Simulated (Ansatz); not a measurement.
Computed with Ansatz on PBE0-D4/def2-TZVP structures; ΔE is electronic, products minus reactants. CCSD(T)/CBS adds triple-zeta CCSD(T) − MP2 to the extrapolated MP2 energy (def2 sets, frozen cores). Functionals use def2-TZVPP. One conformer a species, not always the lowest.

Reaction (ligand exchange at the Si–C bond): `CC(F)([SiH3])[SiH3]` + `O[Si](O)(O)F` → `O[Si](O)(F)O[SiH3]` + `CC(F)[SiH3]`

CCSD(T)/CBS gives -121.2 kJ/mol.

Question: Another level gave -118.3 kJ/mol. Which?
A. HF/def2-TZVPP
B. SCS-MP2/def2-TZVPP
C. PBE/def2-TZVPP
D. ωB97M-V/def2-TZVPP

Answer: D. ωB97M-V -118.3, PBE -107.1, SCS-MP2/def2-TZVPP -129.0, HF/def2-TZVPP -155.9 kJ/mol.

Largest T1 diagnostic among the species: 0.012.

The D4 term adds +5.9 kJ/mol with B3LYP and +3.0 kJ/mol with PBE0; it sums over pairs of atoms, weighted by their polarisabilities, and B3LYP, whose exchange is more repulsive, gets the larger term. From PBE to PBE0 (25 % exact exchange), in def2-TZVPP and without D4, ΔE moves by −8.6 kJ/mol.

B3LYP here is the variant with VWN-RPA as its local correlation; programs differ in this.
